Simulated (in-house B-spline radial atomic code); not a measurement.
**Response and correlation of Eu45+**

Closed shell [Ne] 3s2 3p6. Computed with a B-spline radial code for spherical atoms: Dirac-Hartree-Fock, relativistic RPA (time-dependent Dirac-Hartree-Fock) for the response and second-order many-body perturbation theory for correlation, no-pair Dirac-Coulomb Hamiltonian, finite nucleus.

Command:
```bash
python run_mb.py task.json out
```
Settings (nuclear radius in fm, box in bohr, cutoff in hartree):
```
basis_form          2
Z                   63
core_configuration  [Ne] 3s2 3p6
rms_radius          5.1115
mass_number         153
speed_of_light      137.036
box_radius          2.104
lmax                7
intervals           56
virtual_cutoff      99225.0
```

Time taken, with all properties: 1.8 s on 1 thread of Intel(R) Xeon(R) 6975P-C, on a shared host.

```tsv
multipole (bohr³, bohr⁵, bohr⁷)	uncoupled	coupled RPA
dipole	0.0082342	0.0078241
quadrupole	0.00022782	?
octupole	2.4832e-05	2.9806e-05
```

**Question.** What is the coupled quadrupole polarisability?

**Answer.** 0.00024042 atomic units, +6 % against the uncoupled value.

**Question.** Which subshells carry the dipole polarisability?

**Answer.** 3p3/2 74.5 %, 3p1/2 23.5 %, 3s1/2 1.6 %.

**Question.** What does the dipole shielding factor come to?

**Answer.** The dipole shielding factor is 0.286, against the exact N/Z = 18/63 = 0.286 of the non-relativistic theorem.

Dipole polarisability at imaginary frequency:

```tsv
u (Eh)	α(iu) (bohr³)
0	0.007824
6.24	0.006268
15.6	0.003444
31.2	0.001726
46.8	0.001152
62.4	0.0008636
93.6	0.0005583
125	0.0003957
156	0.0002983
218	0.0001887
312	0.000111
468	5.776e-05
624	3.524e-05
936	1.697e-05
1560	6.506e-06
3120	1.708e-06
```

**Question.** What dispersion coefficients follow for two such ions (the dispersion part alone)?

**Answer.** C6 = (3/π)∫α(iu)²du = 0.0006836 hartree·bohr⁶ and C8 = 0.0001697 hartree·bohr⁸.

Lowest J = 1 odd-parity excitations:

| energy (eV) | oscillator strength | leading channel | weight |
| --- | --- | --- | --- |
| 201.2 | 0.00296 | 3p3/2 → d3/2 | 0.939 |
| 271.78 | 0.371 | 3p3/2 → d5/2 | 0.863 |
| 395.28 | 0.654 | 3p1/2 → d3/2 | 0.969 |
| 1670.2 | 0.284 | 3p3/2 → s1/2 | 0.999 |
| 1831.5 | 0.12 | 3p1/2 → s1/2 | 0.989 |
| 1880.8 | 0.0374 | 3p3/2 → d3/2 | 0.942 |
| 1898.3 | 1.66 | 3p3/2 → d5/2 | 0.947 |
| 2045.1 | 0.88 | 3p1/2 → d3/2 | 0.864 |

Second-order correlation energy by the highest angular momentum of the excited pair (hartree): s -0.02381, p -0.1788, d -0.6651, f -0.1372, g -0.05278, h -0.01927, i -0.008699, k -0.00448.

**Question.** What is the second-order correlation energy at the partial-wave limit?

**Answer.** The listed waves sum to -1.0901 hartree; extrapolating the increments as (l + 1/2)⁻⁴ gives -1.0993 hartree, -1.66 eV per electron.
